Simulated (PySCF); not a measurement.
Mg(F)(Et) (C2H5FMg), SMILES C[CH2][Mg][F]. The structure is a stationary point at B3LYP-D3(BJ)/def2-SVP. One conformer was computed; it need not be the lowest.

Computed with B3LYP-D3(BJ)/def2-SVP (PySCF 2.14.0).

Harmonic wavenumbers (cm⁻¹): 91, 114, 231, 235, 447, 560, 774, 914, 948, 1011, 1170, 1241, 1396, 1433, 1471, 1484, 2997, 3009, 3049, 3061, 3083. Rotational constants (GHz): 25.62, 2.131, 2.017; symmetry number 1.

Q: Work out the zero-point energy and the ideal-gas rigid-rotor harmonic-oscillator thermochemistry at 298.15 K and 1 atm.

A: ZPE = ½ Σ hcν = ½ × 28720 cm⁻¹ = 171.78 kJ/mol. H − E(el) = 190.12 kJ/mol. Entropy in J/(mol K): translation 162.15, rotation 106.62, vibration 52.72, total 321.48. G − E(el) = 94.27 kJ/mol. Cp = 86.43 J/(mol K). Modes under 150 cm⁻¹ make the vibrational entropy uncertain.
